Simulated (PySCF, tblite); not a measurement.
Isomers of C7H14Si2, one GFN2-xTB conformer each. Single-point energies are computed at PBE0/pcSseg-1 (PySCF, gas phase, no added dispersion term), electronic only.

Question: Rank them by PBE0/pcSseg-1 energy, lowest first (kJ/mol).
A. `[CH:1]#[C:2][C@@:3]1([CH3:4])[CH2:5][Si@H:6]([CH2:7][CH3:8])[SiH2:9]1` with C5–Si6–C7–C8 68°, C2–C3–C5–Si6 98°, C3–C5–Si6–C7 132°, C5–Si6–Si9–C3 -11°, C2–C3–Si9–Si6 -101°
B. `[SiH3:1][CH2:2][C:3]1=[CH:4][SiH2:5][C@H:6]2[CH2:7][C@@H:8]1[CH2:9]2` with Si1–C2–C3–C4 -98°

Answer: B (0.0), A (99.5).

As drawn, the lower has a C=C bond outside aromatic rings, which the higher lacks; the higher has a C≡C bond and an Si–Si bond, which the lower lacks. GFN2-xTB itself gives, in the same order: 0.0, 204.9. Both levels put the same isomer lowest.

Which frontier levels, dipoles and rotational constants go with these structures?

```json
{"SMILES": "[SiH3]CC1=C[SiH2][C@H]2C[C@@H]1C2", "HOMO (eV, PBE0/pcSseg-1)": "-6.81", "LUMO (eV)": "-0.22", "dipole (D)": "1.06", "A, B, C (MHz)": "2208, 768.0, 689.4"}
{"SMILES": "C#C[C@@]1(C)C[Si@H](CC)[SiH2]1", "HOMO (eV, PBE0/pcSseg-1)": "-6.90", "LUMO (eV)": "-0.12", "dipole (D)": "1.51", "A, B, C (MHz)": "2004, 665.4, 642.2"}
```

What happens when harmonic zero-point energies from GFN2-xTB frequencies are added?

```csv
SMILES,ZPE (kJ/mol),electronic (kJ/mol),with ZPE (kJ/mol)
[SiH3]CC1=C[SiH2][C@H]2C[C@@H]1C2,472.5,0.0,0.0
C#C[C@@]1(C)C[Si@H](CC)[SiH2]1,472.2,99.5,99.2
```

The zero-point energies span 0.3 kJ/mol. The order is unchanged.
